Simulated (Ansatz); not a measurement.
Geometry optimisation, RKS LDA/def2-SVP in Ansatz 0.2.0.

The input (input.yaml):

```yaml
crystal:
  periodic: [false, false, false]
  atoms:
    - { symbol: B, position_ang: [-0.82977, 0.51056, -1.01948] }
    - { symbol: O, position_ang: [0.46897, 0.82796, -1.03943] }
    - { symbol: C, position_ang: [1.02106, 0.15098, 0.11462] }
    - { symbol: Si, position_ang: [-0.70279, -0.58902, 0.61945] }
    - { symbol: H, position_ang: [-1.5467, 0.9209, -1.84901] }
    - { symbol: H, position_ang: [1.79967, -0.53409, -0.22427] }
    - { symbol: H, position_ang: [1.48088, 0.89385, 0.76787] }
    - { symbol: H, position_ang: [-0.62665, -2.05488, 0.66327] }
    - { symbol: H, position_ang: [-1.06468, -0.12625, 1.96697] }
basis:
  gaussian: { orbitals: def2-SVP }
hamiltonian:
  xc: lda
relax:
  f_tol: 0.02
  max_steps: 40
scf:
  lower_state_search: "off"
```

Launched with:

```bash
$ ansatz run input.yaml --threads 1 --pin off --max-ram 2048MiB --backend cpu --events-out ev --progress --plain --runs-dir out
```

Q: Where does it end, and by what steps?

A: The forces met the threshold. After 4 steps the energy has fallen by 0.138 eV; H8 moved furthest, 0.08 Å.

```json
{"step": "0", "energy less start (eV)": "0.0000", "largest force component (eV/Å)": "0.912", "accepted": "yes"}
{"step": "1", "energy less start (eV)": "-0.1290", "largest force component (eV/Å)": "0.310", "accepted": "yes"}
{"step": "2", "energy less start (eV)": "-0.1378", "largest force component (eV/Å)": "0.096", "accepted": "yes"}
{"step": "3", "energy less start (eV)": "-0.1382", "largest force component (eV/Å)": "0.047", "accepted": "yes"}
{"step": "4", "energy less start (eV)": "-0.1383", "largest force component (eV/Å)": "0.018", "accepted": "yes"}
```

```xyz
9
Properties=species:S:1:pos:R:3
B -0.846 0.511 -1.023
O 0.470 0.821 -1.040
C 1.055 0.165 0.106
Si -0.634 -0.594 0.658
H -1.598 0.932 -1.883
H 1.849 -0.539 -0.228
H 1.521 0.921 0.775
H -0.685 -2.102 0.638
H -1.132 -0.115 1.998
```

Whether the end is a true minimum wasn't checked by a vibrational analysis.

Run time: 3.7 s on 1 thread of Intel(R) Xeon(R) 6975P-C (Granite Rapids), on a shared host, peak memory 0.15 GiB.
